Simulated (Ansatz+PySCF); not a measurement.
Two shapes of singlet CdCl₂.

Shape 1:

```xyz
3

Cl    0.0000    0.0000   -2.2765
Cd    0.0000    0.0000    0.0000
Cl    0.0000    0.0000    2.2765
```

Shape 2:

```xyz
3

Cl    0.0000    0.0000   -2.4586
Cd    0.0000    0.0000    0.0000
Cl    0.0000    0.0000    2.4586
```

Basis set: def2-SVP (spherical functions, with the set's core potentials past Kr). Correlated methods keep 10 orbitals frozen. Charge 0, multiplicity 1.

Computed with Ansatz (development build ahead of 0.2.0); each method stands on the lowest determinant of its kind that the runs found.

**Question.** Which shape is lower in energy, and by how much in each method?

**Answer.**

```tsv
method	E(2) − E(1) (eV)
RHF	0.251
UHF	0.251
RHF-MP2	0.466
UHF-MP2	0.466
RHF-CCSD(T)	0.383
```

Shape 1 is lower.
